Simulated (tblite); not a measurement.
Isomers of C7H9FS. Computed with GFN2-xTB (tblite): harmonic, unscaled wavenumbers at the GFN2-xTB geometry, gas phase. Errors from tens to a few hundred cm⁻¹ against measured bands are possible. One conformer each.

Electronic energies: GFN2-xTB at the same geometries; isomer energies are rough at this level and their order can be wrong.

```tsv
SMILES	electronic energy, lowest = 0 (kcal/mol)
CSC1=CC=CC[C@@H]1F	0.0
C#C[C@H](C)/C(=C\F)SC	40.5
C=CCC1=C(F)CCS1	5.0
```

Question: How do GFN2-xTB zero-point energies change the relative energies?

Answer: 
```json
{"SMILES": "CSC1=CC=CC[C@@H]1F", "ZPE (kcal/mol)": "87.6", "of it from modes above 1550 cm⁻¹": "43.6", "electronic (kcal/mol)": "0.0", "with ZPE, lowest = 0 (kcal/mol)": "0.0", "lowest mode (cm⁻¹)": "49", "rings": "1"}
{"SMILES": "C=CCC1=C(F)CCS1", "ZPE (kcal/mol)": "87.5", "of it from modes above 1550 cm⁻¹": "43.7", "electronic (kcal/mol)": "5.0", "with ZPE, lowest = 0 (kcal/mol)": "5.0", "lowest mode (cm⁻¹)": "30", "rings": "1"}
{"SMILES": "C#C[C@H](C)/C(=C\\F)SC", "ZPE (kcal/mol)": "85.2", "of it from modes above 1550 cm⁻¹": "45.3", "electronic (kcal/mol)": "40.5", "with ZPE, lowest = 0 (kcal/mol)": "38.1", "lowest mode (cm⁻¹)": "24", "rings": "0"}
```

The zero-point energies span 2.4 kcal/mol, from `C#C[C@H](C)/C(=C\F)SC` to `CSC1=CC=CC[C@@H]1F`. The order is unchanged.
